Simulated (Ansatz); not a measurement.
Calculated with Ansatz (gas phase, PBE0-D4/def2-TZVP geometries, no zero-point term in ΔE). CBS: MP2 limit from def2 TZ/QZ plus the TZ coupled-cluster correction, frozen cores. Functionals use def2-TZVPP. B3LYP here is the variant with VWN-RPA as its local correlation; programs differ in this. Each species was taken in one conformer, which may not be the lowest.

`[SiH3][SiH]1CC1` + `P[SiH]1CS1` → `P[SiH]1CC1` + `[SiH3][SiH]1CS1`  (redistribution)

`[SiH3][SiH]1CC1`:

Z-matrix (Å, degrees):
```
Si
Si 1 2.316
H 1 1.488 2 111.6
H 1 1.488 2 111.6 3 121.4
H 1 1.488 2 107.5 3 -119.3
C 2 1.862 1 118.6 3 147.1
C 2 1.862 1 118.6 3 91.4
H 2 1.482 1 119.0 3 -60.7
H 6 1.085 2 118.2 1 147.4
H 6 1.085 2 119.1 1 4.1
H 7 1.085 2 118.1 1 -147.4
H 7 1.085 2 119.1 1 -4.1
```

`P[SiH]1CS1`:

Z-matrix (Å, degrees):
```
Si
C 1 1.841
S 1 2.090 2 56.2
P 1 2.238 2 119.6 3 -112.4
H 1 1.482 2 118.0 3 105.9
H 2 1.086 1 119.9 3 105.1
H 2 1.086 1 120.2 3 -105.2
H 4 1.421 1 93.2 2 143.6
H 4 1.420 1 92.5 2 49.7
```

`P[SiH]1CC1`:

Cartesian coordinates in Å:
```
P -2.039 -0.747 -0.660
Si -0.010 -0.570 0.249
C 1.182 0.568 -0.598
C 0.558 1.139 0.685
H -2.655 -1.267 0.510
H -1.814 -2.034 -1.218
H 0.551 -1.700 1.024
H 0.889 1.041 -1.529
H 2.241 0.335 -0.558
H 1.225 1.264 1.532
H -0.127 1.971 0.562
```

`[SiH3][SiH]1CS1`:

Z-matrix (Å, degrees):
```
Si
Si 1 2.326
H 1 1.485 2 107.7
H 1 1.488 2 110.9 3 -120.0
H 1 1.486 2 110.1 3 119.7
C 2 1.850 1 118.8 3 20.9
S 2 2.099 1 116.5 3 -42.4
H 2 1.484 1 117.6 3 171.1
H 6 1.086 2 120.0 1 1.9
H 6 1.086 2 119.1 1 150.2
```

```json
{"level": "r2SCAN-D4", "ΔE (kJ/mol)": "2.0", "difference from CCSD(T)/CBS": "0.7"}
{"level": "PBE0-D4", "ΔE (kJ/mol)": "1.4", "difference from CCSD(T)/CBS": "0.1"}
{"level": "B3LYP-D4", "ΔE (kJ/mol)": "1.3", "difference from CCSD(T)/CBS": "0.0"}
{"level": "ωB97X-V", "ΔE (kJ/mol)": "0.9", "difference from CCSD(T)/CBS": "-0.4"}
{"level": "ωB97M-V", "ΔE (kJ/mol)": "1.1", "difference from CCSD(T)/CBS": "-0.2"}
{"level": "r2SCAN", "ΔE (kJ/mol)": "1.9", "difference from CCSD(T)/CBS": "0.6"}
{"level": "PBE0", "ΔE (kJ/mol)": "1.2", "difference from CCSD(T)/CBS": "-0.1"}
{"level": "B3LYP", "ΔE (kJ/mol)": "1.1", "difference from CCSD(T)/CBS": "-0.2"}
{"level": "HF/def2-TZVPP", "ΔE (kJ/mol)": "-0.2", "difference from CCSD(T)/CBS": "-1.5"}
{"level": "MP2/def2-TZVPP", "ΔE (kJ/mol)": "1.8", "difference from CCSD(T)/CBS": "0.5"}
{"level": "SCS-MP2/def2-TZVPP", "ΔE (kJ/mol)": "1.5", "difference from CCSD(T)/CBS": "0.2"}
{"level": "CCSD/def2-TZVPP", "ΔE (kJ/mol)": "1.3", "difference from CCSD(T)/CBS": "0.0"}
{"level": "CCSD(T)/def2-TZVPP", "ΔE (kJ/mol)": "1.7", "difference from CCSD(T)/CBS": "0.4"}
{"level": "HF/def2-QZVPP", "ΔE (kJ/mol)": "-0.3", "difference from CCSD(T)/CBS": "-1.6"}
{"level": "MP2/def2-QZVPP", "ΔE (kJ/mol)": "1.5", "difference from CCSD(T)/CBS": "0.2"}
{"level": "CCSD/CBS(def2)", "ΔE (kJ/mol)": "0.8", "difference from CCSD(T)/CBS": "-0.5"}
{"level": "CCSD(T)/CBS", "ΔE (kJ/mol)": "1.3", "difference from CCSD(T)/CBS": "0"}
```

Largest T1 diagnostic among the species: 0.013.
